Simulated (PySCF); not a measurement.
Species: 2,5-dimethylhexane, C₈H₁₈.
SMILES: `CC(C)CCC(C)C`

Torsions of this conformer, `[CH3:1][CH:2]([CH3:3])[CH2:4][CH2:5][CH:6]([CH3:7])[CH3:8]`: C1–C2–C4–C5 -62°, C2–C4–C5–C6 -171°, C4–C5–C6–C7 174°.

The closed-shell ground state was solved at several levels (PySCF, density fitting, gas phase, non-relativistic). Isolated species at its PBE0-D3(BJ)/def2-SVP geometry (one conformer only).

```csv
level,basis functions,HOMO (eV),LUMO (eV),gap (eV),dipole (D)
PBE0/def2-SVPD,304,-8.59,0.75,9.34,0.17
PBE0/pcSseg-1,226,-8.60,1.46,10.06,0.13
```

Problem. Estimate the row for KT2/pcSseg-1, a basis of 226 functions; the other rows only guide the guess.

Solution. HOMO -7.36 eV, LUMO 0.50 eV, gap 7.86 eV, dipole 0.13 D.

Problem. Over all these levels, which gives the widest orbital gap and which the narrowest?

Solution. PBE0/pcSseg-1 (global hybrid, 25 % exact exchange) has the widest, 10.06 eV, and KT2/pcSseg-1 (GGA) the narrowest, 7.86 eV. The two share the basis. From the narrowest to the widest the HOMO moves by -1.24 eV and the LUMO by +0.96 eV.

Problem. How far do the dipole and the HOMO energy spread over the levels?

Solution. The dipole runs from 0.13 to 0.17 D (mean 0.14 D) and the HOMO from -8.60 to -7.36 eV.
